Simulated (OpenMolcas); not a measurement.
Multiconfigurational calculation on Ge+

Input:

```
&GATEWAY
Coord
1

Ge 0.0 0.0 0.0
Basis=ANO-R3
Group=XYZ
NoMove
AngMom=0.0 0.0 0.0
AMFI
&SEWARD
* reference wave functions (RASSCF and RASSI steps not shown): 1 electron in 3 orbitals (4p)
>>> COPY JOB001 $Project.JobIph
&CASPT2
Multistate=3 1 2 3
Frozen=3 6
IPEA=0.25
Sig2=0.3
MaxIter=60
WThr=0.0 0.3 0.05
PrWF=0.5
NoMix
```

Output, cut to the results:

```
--- CASPT2 ---
Orbital specifications:
      -----------------------

      Symmetry species                           1   2
                                                ag  au
      Frozen orbitals                            3   6
      Inactive orbitals                          6   0
      Active orbitals                            0   3
      Secondary orbitals                        41  37
      Deleted orbitals                           0   0
      Number of basis functions                 50  46
Type of calculation                        MS-CASPT2
      Fock operator                              state-specific
      IPEA shift                                 0.25
      Real shift                                 0.00
      Imaginary shift                            0.00
      Sigma^2 regularizer                        0.30
      The input orbitals will be transformed to quasi-canonical
Reference energy:       -2096.8375024106
      E2 (Non-variational):      -0.5428517323
      Shift correction:           0.0000000281
      E2 (Variational):          -0.5428517042
      Total energy:           -2097.3803541149
      Residual norm:              0.0000007854
      Reference weight:           0.93827
      Contributions to the CASPT2 correlation energy
      Active & Virtual Only:          0.0000000000
      One Inactive Excited:          -0.0354640830
      Two Inactive Excited:          -0.5073876493
Reference energy:       -2096.8375024106
      E2 (Non-variational):      -0.5428517323
      Shift correction:           0.0000000281
      E2 (Variational):          -0.5428517042
      Total energy:           -2097.3803541149
      Residual norm:              0.0000007854
      Reference weight:           0.93827
      Contributions to the CASPT2 correlation energy
      Active & Virtual Only:          0.0000000000
      One Inactive Excited:          -0.0354640830
      Two Inactive Excited:          -0.5073876493
::    CASPT2 Root  1     Total energy:  -2097.38035411
::    CASPT2 Root  2     Total energy:  -2097.38035411
::    CASPT2 Root  3     Total energy:  -2097.38035411
::    MS-CASPT2 Root  1     Total energy:  -2097.38035411
::    MS-CASPT2 Root  2     Total energy:  -2097.38035411
::    MS-CASPT2 Root  3     Total energy:  -2097.38035411
```

Levels above the lowest, from the spin-orbit matrix with the single-state CASPT2 energies, averaged by term, on its diagonal:

```tsv
Configuration	Term	J	E (cm⁻¹)	Measured (cm⁻¹)	Term weight %
4s² 4p	²P°	1/2	0.0	0.0	100
4s² 4p	²P°	3/2	1575	1767	100
```

Against the measured value (NIST Handbook of Basic Atomic Spectroscopic Data): 4s² 4p ²P°_3/2: computed 1575, measured 1767 cm⁻¹ (-10.9 %).

With one active electron, CASPT2 adds the correlation within the correlated inactive shells and between them and that electron, and leaves the splitting within a term as the reference gives it. Computed and measured levels are paired by configuration, term and J; levels that our copy of the source lacks, or whose pairing is in doubt (as where it misses far off the trend of its configuration), stay unpaired and out of the deviations. Levels of configurations outside the active space are missing.

The term weight is that of the spin-free term in the level, not the purity of its configuration. ° marks odd parity.
